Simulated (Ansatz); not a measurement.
The first iterations of a band of ClGaH6N2O (11 atoms, charge 0, multiplicity 1).

The calculation used RKS BLYP/def2-mTZVP (Ansatz).

```
movable images  : 7
climbing image  : yes
spring          : 5.0 eV/Å²
optimiser       : quadratic models (default)
start path      : straight line
force threshold : 0.05 eV/Å
iteration limit : 60
end points      : relaxed
```

First end point:

```xyz
11
Properties=species:S:1:pos:R:3
Ga -0.149 0.059 0.038
Cl -0.187 -1.136 1.935
N 1.598 0.428 -0.629
H 2.301 -0.256 -0.332
H 1.670 0.513 -1.647
N -1.724 0.253 -0.954
H -2.522 -0.249 -0.556
H -1.638 -0.026 -1.936
O 0.096 1.985 1.098
H 1.022 2.042 0.748
H 0.186 1.792 2.055
```

Last end point:

```xyz
11
Properties=species:S:1:pos:R:3
Ga 0.188 0.462 -0.516
Cl -1.067 0.736 3.388
N 1.506 0.566 -1.813
H 1.351 0.065 -2.688
H 1.899 1.486 -2.015
N -1.201 -0.734 -0.345
H -1.127 -1.642 -0.805
H -1.572 -0.849 0.600
O 0.180 1.735 0.829
H 0.976 2.296 0.892
H -0.479 1.285 2.294
```

| iteration | highest image above the first end (eV) | largest band force component (eV/Å) |
| --- | --- | --- |
| 1 | 2.678 | 3.830 |
| 2 | 1.763 | 2.123 |
| 3 | 1.353 | 3.495 |
| 4 | 1.238 | 0.554 |
| 5 | 1.169 | 0.624 |
| 6 | 1.141 | 0.575 |
| 7 | 1.126 | 0.561 |
| 8 | 1.116 | 0.747 |
| 9 | 1.108 | 0.260 |
| 10 | 1.094 | 0.413 |
| 11 | 1.085 | 0.306 |
| 12 | 1.075 | 0.222 |

Task: Does the band converge within its limit, and where does its top end?

Result: The run converged. It ended after 38 iterations with the highest image 0.945 eV above the first end. The profile has 3 maxima (images 1, 3, 5) with wells between them (images 2, 4): this band takes more than one step, which may be the mechanism or a detour left from its start path. Another band between the same ends (7 images) ends at a top of the same energy, where a vibrational analysis finds 1 clearly imaginary mode. The orbitals stay closed-shell, which can raise the energy where a bond breaks towards radicals; this wasn't checked here.

Run time: 6.3 min on 4 threads of Arm Neoverse V2 (shared host), peak memory 0.21 GiB.
